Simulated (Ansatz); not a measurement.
A nudged elastic band was laid between two geometries of C$_{2}$H$_{5}$FOSi$_{2}$ (11 atoms, charge 0, multiplicity 1).

Computed with RKS PBE-D4/cc-pVDZ in Ansatz.

| Property | Result |
| --- | --- |
| movable images | 5 |
| climbing image | yes |
| spring | 5.0 eV/Å² |
| optimiser | quadratic models (default) |
| start path | through a guess of the saddle point |
| force threshold | 0.05 eV/Å |
| iteration limit | 60 |
| end points | relaxed |

Image 0:

```xyz
11
Properties=species:S:1:pos:R:3
O 0.171 -1.975 -1.207
C 0.276 -0.651 -1.420
C 0.130 0.362 -0.505
Si -0.266 0.041 1.308
Si 0.348 2.105 -1.174
F 0.076 2.914 0.296
H -0.036 -2.097 -0.247
H 0.508 -0.464 -2.486
H -0.379 -1.466 1.526
H 0.825 0.534 2.219
H -1.587 0.641 1.711
```

Image 6:

```xyz
11
Properties=species:S:1:pos:R:3
O 0.614 -1.992 -1.512
C 0.189 -0.713 -1.467
C -0.017 0.022 -0.345
Si 0.128 -0.133 1.559
Si -0.624 1.633 0.311
F 0.293 3.005 0.055
H 0.741 -2.275 -0.576
H 0.031 -0.329 -2.490
H -0.763 -1.131 2.264
H 1.534 -0.184 2.106
H -2.061 2.040 0.115
```

**Question.** What changes between the two ends?

**Answer.** Bonds broken: Si4–H11. Bonds formed: Si4–Si5, Si5–H11.

**Question.** What energy profile does the band end with?

**Answer.** The run converged. The highest image is number 4 of 0 to 6, 122.0 kJ/mol above the first end and 91.5 kJ/mol above the last; the last end lies 30.5 kJ/mol above the first. A vibrational analysis at the climbing image gives one clearly imaginary mode, 514i cm⁻¹: a first-order saddle point. The orbitals stay closed-shell, which can raise the energy where a bond breaks towards radicals; this wasn't checked here.

| image | path coordinate (Å) | energy (kJ/mol) | Si4–H11 (Å) | Si4–Si5 (Å) | Si5–H11 (Å) |
| --- | --- | --- | --- | --- | --- |
| 0 | 0.00 | 0.0 | 1.50 | 3.29 | 3.77 |
| 1 | 0.96 | 6.3 | 1.50 | 3.27 | 3.48 |
| 2 | 1.92 | 34.2 | 1.51 | 3.09 | 2.87 |
| 3 | 2.88 | 62.4 | 1.78 | 2.66 | 1.76 |
| 4 | 3.83 | 122.0 | 2.74 | 2.59 | 1.51 |
| 5 | 4.44 | 52.7 | 3.09 | 2.28 | 1.48 |
| 6 | 5.05 | 30.5 | 3.41 | 2.29 | 1.51 |

**Question.** What is the geometry of the highest image?

**Answer.** 
```xyz
11
Properties=species:S:1:pos:R:3
O 0.719 -1.974 -1.534
C 0.249 -0.716 -1.479
C -0.027 -0.035 -0.337
Si -0.039 -0.148 1.493
Si -0.699 1.711 -0.181
F 0.449 2.921 -0.021
H 0.815 -2.271 -0.598
H 0.119 -0.298 -2.492
H -1.042 -1.072 2.128
H 1.294 -0.050 2.180
H -1.772 1.875 0.863
```

**Question.** What are the harmonic wavenumbers there?

**Answer.** 514i, 66, 132, 143, 214, 273, 286, 372, 386, 439, 616, 629, 664, 745, 755, 838, 878, 930, 1162, 1271, 1342, 1632, 2142, 2156, 2176, 3100, 3517 cm⁻¹.

Run time: 8.7 min on 2 threads of Arm Neoverse N1, on a shared host, peak memory 0.18 GiB.
